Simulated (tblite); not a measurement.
Species: C6H14ClFSi.
Atom-mapped SMILES: `[CH3:1][CH:2]([CH3:3])[C@@:4]([F:5])([SiH3:6])[CH2:7][CH2:8][Cl:9]` (hydrogens: H10, H11, H12 on C1; H13 on C2; H14, H15, H16 on C3; H17, H18, H19 on Si6; H20, H21 on C7; H22, H23 on C8)

The geometry is computed with GFN2-xTB (gas phase).

Some entries are withheld. Bonds in one row agree within 0.01 Å.

| coordinate | value |
| --- | --- |
| C1–C2 | ? |
| C2–C3 | 1.528 Å |
| C2–C4 | ? |
| C4–F5 | 1.411 Å |
| C4–Si6 | 1.934 Å |
| C4–C7 | ? |
| C7–C8 | ? |
| C8–Cl9 | 1.784 Å |
| C1–H10, C1–H11, C1–H12 | 1.088 Å |
| C2–H13 | 1.098 Å |
| C3–H14, C3–H15, C3–H16 | 1.087 Å |
| Si6–H17, Si6–H18, Si6–H19 | 1.461 Å |
| C7–H20 | 1.094 Å |
| C7–H21 | 1.090 Å |
| C8–H22 | 1.090 Å |
| C8–H23 | 1.090 Å |
| C1–C2–C3 | 110.0° |
| C1–C2–C4 | 111.7° |
| C3–C2–C4 | 111.9° |
| C2–C4–F5 | 106.3° |
| C2–C4–Si6 | 115.9° |
| C2–C4–C7 | ? |
| F5–C4–Si6 | ? |
| F5–C4–C7 | 105.9° |
| Si6–C4–C7 | ? |
| C4–C7–C8 | 112.3° |
| C7–C8–Cl9 | 110.1° |

**Question.** Estimate the withheld lengths and angles.

**Answer.** 
- C1–C2 = 1.526 Å, drawn single (methyl carbon to sp3 CH carbon); 0.01 Å above the sum of covalent radii, 1.52 Å.
- C2–C4 = 1.540 Å, drawn single (sp3 CH carbon to sp3 C–F carbon); 0.02 Å above the sum of covalent radii, 1.52 Å.
- C4–C7 = 1.534 Å, drawn single (sp3 C–F carbon to chain CH2 carbon); 0.01 Å above the sum of covalent radii, 1.52 Å.
- C7–C8 = 1.519 Å, drawn single (chain CH2 carbon to sp3 C–Cl carbon); equal to the sum of covalent radii, 1.52 Å.
- C2–C4–C7 = 110.2°, at the sp3 C–F carbon; the outer atoms are 2.522 Å apart.
- F5–C4–Si6 = 105.6°, at the sp3 C–F carbon; the outer atoms are 2.682 Å apart.
- Si6–C4–C7 = 112.1°, at the sp3 C–F carbon; the outer atoms are 2.886 Å apart.

Radii are Cordero's, carbon taken as 0.76, 0.73 or 0.69 Å for four, three, and two or fewer neighbours.

Its GFN2-xTB frequencies are all real (lowest 51 cm⁻¹). One conformer, not necessarily the lowest (C1–C2–C4–F5 -176°, C2–C4–C7–C8 169°, C4–C7–C8–Cl9 -178°). 3 starts were optimised and ended at 0.00, 2.53 and 5.86 kcal/mol (GFN2-xTB); the lowest of these is shown.
